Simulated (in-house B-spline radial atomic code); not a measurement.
Values are calculated unless marked as measured or tabulated.
# Impurity-limited mobility of n-type InAs at n = 1.9293e17 cm⁻³, compensation 0.5

For InAs the NSM archive of the Ioffe Institute lists m* = 0.023 m0 and ε = 15.15.

One parabolic, isotropic band at zero temperature, uniform dielectric constant, impurities scattering independently, no phonons and no central-cell term; real bands flatten as E_F rises, which lowers the mobility at the highest densities. In effective units each ion is a point charge Z in an electron gas; its screened potential is solved self-consistently in the LDA with open boundaries (B-splines, partial waves to l = 16), which gives the phase shifts δ_l at the Fermi level.

**Question.** Put the electron gas into effective units.

**Answer.** a* = 0.0529177 nm × 15.15/0.023 = 34.86 nm and Ha* = 27211.386 meV × 0.023/15.15² = 2.727 meV. From 4π (r_s a*)³/3 = 1/n, r_s = 0.308. Then k_F = 1.91916/r_s = 6.2310 per a*, E_F = k_F²/2 = 19.4129 Ha* = 52.9 meV, and Mott's number n^(1/3) a* = 2.014.

Self-consistent phase shifts (rad):

```
l  donor, Z = +1  acceptor, Z = −1
0         0.2604           -0.2460
1         0.1116           -0.1095
2         0.0563           -0.0565
3         0.0304           -0.0309
4         0.0170           -0.0174
5         0.0097           -0.0100
6         0.0056           -0.0058
7         0.0033           -0.0034
8         0.0020           -0.0020
```

With all partial waves the Friedel sums are 0.996 and -0.996, and Σ (l + 1) sin²(δ_l − δ_(l+1)) is 0.03125 for the donor and 0.02727 for the acceptor. The screened donor binds no level.

**Question.** Find the transport cross sections, and compare them with the Born approximation for Thomas-Fermi screening (Brooks-Herring).

**Answer.** σ_tr = (4π/k_F²) × sum: 0.01011 a*² for the donor and 0.008826 a*² for the acceptor. Thomas-Fermi gives q_s² = 4k_F/π = 7.9336, so b = 4k_F²/q_s² = 19.575, and σ_Born = (2π/k_F⁴)(ln(1 + b) − b/(1 + b)) = 0.004168 × 2.0727 = 0.008639 a*² for either sign. The donor scatters 1.17 times and the acceptor 1.02 times as much. Two things differ from Brooks-Herring. First order with Lindhard's response and the LDA kernel gives 1.11 times σ_Born for either sign: screening weakens at large momentum transfer, and the exchange-correlation potential of the screening charge adds to the ion's own, which is the larger part in a thin gas. Higher orders then split the signs, leaving the donor at 1.06 and the acceptor, which keeps the electrons out, at 0.92 of that.

**Question.** With N_A/N_D = 0.5 and n = N_D − N_A, what are the mobility and the resistivity?

**Answer.** N_D = 3.86e17 and N_A = 1.93e17 cm⁻³. μ = e/(ħ k_F Σ N σ_tr), with e/ħ = 15.193 cm²/(V·s) per nm². Here k_F = 0.1788 nm⁻¹, a*² = 1215 nm², 1 cm⁻³ = 1e-21 nm⁻³, and Σ N σ_tr = 0.00681 nm⁻¹, a mean free path of 147 nm. So μ = 12500 cm²/(V·s) and ρ = 1/(n e μ) = 0.00259 Ω·cm. Brooks-Herring would give 14000 cm²/(V·s). k_F times the mean free path is 26.2.
